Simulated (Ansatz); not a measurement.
Ideal-gas functions of `[PH2][GaH2]` at 298.15 K and 1 bar, from an Ansatz frequency run at PBE0-D4/def2-TZVP.

Molar mass 104.73 g/mol, point group Cs (symmetry number 1), electronic degeneracy 1, moments of inertia 7.676, 126.505, 130.817 u Å². Harmonic wavenumbers (cm⁻¹, unscaled): 225, 356, 371, 447, 630, 678, 745, 1092, 1966, 1974, 2414, 2428.

Use S(trans) = R[1.5 ln M + 2.5 ln T − 1.1517]; rotational temperatures θ = 24.2544 K / I; S(rot) = R[ln(√π/σ · √(T³/θAθBθC)) + 1.5]; for each mode x = 1.438777 ν̃/T, S = R[x/(eˣ − 1) − ln(1 − e⁻ˣ)] and H = RT x/(eˣ − 1); 1 cm⁻¹ = 0.0119627 kJ/mol; R = 8.31446 J/(mol·K).

**Question.** By hand: the entropy, in J/(mol·K).

**Answer.** Translation 166.9. Rotation: θ = 3.1598, 0.1917, 0.1854 K, giving 97.4. Vibration, mode by mode: 8.03, 4.77, 4.50, 3.37, 1.68, 1.39, 1.08, 0.27, 0.01, 0.01, 0.00, 0.00, in all 25.1. Electronic 0.0. Sum 289.4 J/(mol·K).

**Question.** By hand: H − E and G − E in kJ/mol, counted from the electronic energy.

**Answer.** Zero-point energy ½ × 13326 × 0.0119627 = 79.7; thermal vibration 4.9; translation, rotation and pV give 4 RT = 9.9. H − E = 94.5 kJ/mol, and G − E = 94.5 − 298.15 × 289.4/1000 = 8.2 kJ/mol.

Vibration gives 9 % of the entropy.
